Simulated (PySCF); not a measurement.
BF2HSe. Atoms are numbered in the order given.

```xyz
5

B     -0.0032     0.9629     0.0000
F      1.1306     1.6328     0.0000
F     -1.1326     1.6414     0.0000
Se     0.0428    -0.9762     0.0000
H     -1.4218    -1.0922     0.0000
```
Charge 0, spin multiplicity 1.

Geometry: PBE0-D3(BJ)/def2-SVP. One conformer was computed; it need not be the lowest.

All values below come from PBE0/def2-TZVPD (PySCF).

Symmetry labels are those of the subgroup Cs that the program uses (full group Cs).

Computed valence orbital energies around the gap with their symmetry:
```json
[
 {"orbital": "HOMO−7", "symmetry": "A'", "energy (eV)": "-15.55"},
 {"orbital": "HOMO−6", "symmetry": "A\"", "energy (eV)": "-14.32"},
 {"orbital": "HOMO−5", "symmetry": "A'", "energy (eV)": "-14.30"},
 {"orbital": "HOMO−4", "symmetry": "A\"", "energy (eV)": "-12.84"},
 {"orbital": "HOMO−3", "symmetry": "A'", "energy (eV)": "-12.57"},
 {"orbital": "HOMO−2", "symmetry": "A'", "energy (eV)": "-11.41"},
 {"orbital": "HOMO−1", "symmetry": "A'", "energy (eV)": "-9.80"},
 {"orbital": "HOMO", "symmetry": "A\"", "energy (eV)": "-7.89"},
 {"orbital": "LUMO", "symmetry": "A'", "energy (eV)": "-0.46"},
 {"orbital": "LUMO+1", "symmetry": "A\"", "energy (eV)": "-0.11"},
 {"orbital": "LUMO+2", "symmetry": "A'", "energy (eV)": "0.09"},
 {"orbital": "LUMO+3", "symmetry": "A'", "energy (eV)": "0.72"}
]
```
